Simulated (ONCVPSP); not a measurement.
**Configuration tests for iron (Fe) (ONCV)**

- Element: Fe (Z = 26)
- Generator: ONCVPSP 4.0.1
- Type: optimised norm-conserving Vanderbilt (ONCV)
- Functional: LDA (Perdew-Wang 92)
- Relativity: scalar-relativistic
- Frozen core: [Ne]
- Valence charge: 16
- Reference configuration: 3s2 3p6 3d6 4s2
- Partial waves: 3s+4s: rc 1.15 bohr, ncon 4, nbas 8, qcut 9.2 1/bohr, 2 projectors; 3p: rc 0.80 bohr, ncon 4, nbas 8, qcut 11 1/bohr, 2 projectors, debl 1 Ha; 3d: rc 1.20 bohr, ncon 4, nbas 8, qcut 12.9 1/bohr, 2 projectors, debl 1.2 Ha
- Local potential: polynomial inside 0.55 bohr (lpopt 3, dvloc0 2 Ha)
- Core correction: Teter function, fcfact 3, rcfact 1.45

In the p channel the program set the typed energies aside and used -2.202, 0.250 Ha.

Energies are relative to the spin-unpolarised reference configuration 3s2 3p6 3d6 4s2; without spin polarisation the order of configurations can differ from experiment.

```
valence configuration  charge  ΔE all-electron (eV)  error AE − PS (meV)
      3s2 3p6 3d6 4s0      +2                25.459                 +1.1
      3s2 3p6 3d5 4s0      +3                59.993                 -0.3
```

Question: What are ΔE and the potential's error for 3s2 3p6 3d6 4s1?

Answer: ΔE = 8.974 eV all-electron; the error (AE − PS) is 0.0 meV.

Question: What are ΔE and the potential's error for 3s2 3p6 3d5 4s2 4p1?

Answer: ΔE = 8.871 eV all-electron; the error (AE − PS) is +14 meV.
